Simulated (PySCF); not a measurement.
Compound: C6H10SSi (charge +1 and doublet state).
Structure used (GFN2-xTB), in Å, numbered top down from 1:
```xyz
18
C6H10SSi angstrom
Si     2.9304    0.1533   -0.9134
S      1.8506   -0.7874    0.8368
C      0.2278   -0.3512    0.5564
C     -0.5955    0.4394   -0.4779
C     -1.5360   -0.7732   -0.5940
C     -1.0743   -1.1781    0.7905
C     -0.8794    0.0553    1.5780
C     -1.2177    1.2316    0.6858
H      4.2870   -0.2509   -0.6021
H      2.2694   -0.4920   -2.0405
H      2.5826    1.5590   -0.7483
H     -0.2004    0.9372   -1.3545
H     -1.2381   -1.4869   -1.3572
H     -2.5968   -0.5410   -0.6892
H     -1.1139   -2.1602    1.2299
H     -0.7632    0.0611    2.6482
H     -0.6627    2.1280    0.9494
H     -2.2783    1.4623    0.5858
```

The hyperfine couplings belong to this conformer and change with its torsions.

Identity: `[SiH3][S+][C@@]12[C@H]3C[C@@H]1[C@@H]2C3` [radical] (charge +1).

The calculation used PySCF 2.14.0, UKS B3LYP, pcH-1 on C H S Si, non-relativistic, mean-field spin-orbit, GIAO. Geometry: GFN2-xTB, one conformer, isolated ion. The geometry wasn't refined by DFT: couplings that depend on bond lengths, twists or pyramidal angles can differ widely from those at the functional's own minimum, by a factor of two or more for some ions and for spin on atoms past the first row. No stability test was run, so a lower SCF solution isn't excluded.

(1) Break the g tensor into its mass correction, gauge correction and orbital-Zeeman/spin–orbit terms.

(2) Average each term over the three axes. Which is largest in size?

(3) At 9.676 GHz, how far is the centre of the isotropic spectrum from where a free electron (g = 2.002319) resonates?

(4) In a frozen sample, at which fields do the three g values resonate at 9.5, 34, 94 and 263 GHz (hyperfine left aside), and which band first spreads them over more than twice a line width of 0.5 mT?

## Answers

(1) 
| Δg (ppt) | 1 | 2 | 3 |
| --- | --- | --- | --- |
| relativistic mass correction | -0.21 | -0.21 | -0.21 |
| gauge correction | 0.02 | 0.02 | 0.03 |
| orbital Zeeman/spin–orbit | 0.33 | 13.46 | 15.50 |
| total | 0.14 | 13.27 | 15.31 |

So g = 2.00246, 2.01559, 2.01763 and g_iso = 2.01189; the tensor is close to axial: the two nearest values differ by 14 % of g3 − g1. Axes: g1 points within 1° of the C6–C7 bond and g2 points within 3° of the Si1–S2 bond.

(2) The orbital-Zeeman/spin–orbit term 9.76, the mass correction -0.21 and the gauge correction 0.02 ppt, for a total of 9.58 ppt. The orbital-Zeeman/spin–orbit term is the largest in size. The mass correction is the same along every axis, so the anisotropy comes from the other two: their spans along these axes are 0.01 (gauge) and 15.17 ppt (orbital Zeeman/spin–orbit).

(3) B = hν/(g μB) with μB/h = 13.99624 MHz/mT gives 345.26 mT for the free electron and 343.62 mT at g_iso, 1.64 mT lower.

(4) 
```csv
band,GHz,B(g3) mT,B(g2) mT,B(g1) mT,spread mT
X,9.5,336.41,336.75,338.96,2.55
Q,34.0,1204.00,1205.22,1213.12,9.12
W,94.0,3328.69,3332.08,3353.91,25.22
J,263.0,9313.26,9322.73,9383.82,70.56
```

The spread grows in proportion to the frequency. X band is the first where it exceeds 1.0 mT.

The largest Mulliken spin populations are on S2 (+0.48), C3 (+0.16), C6 (+0.14) and C7 (+0.14).

The HOMO–LUMO gaps are 6.18 eV among the α and 3.80 eV among the β orbitals.
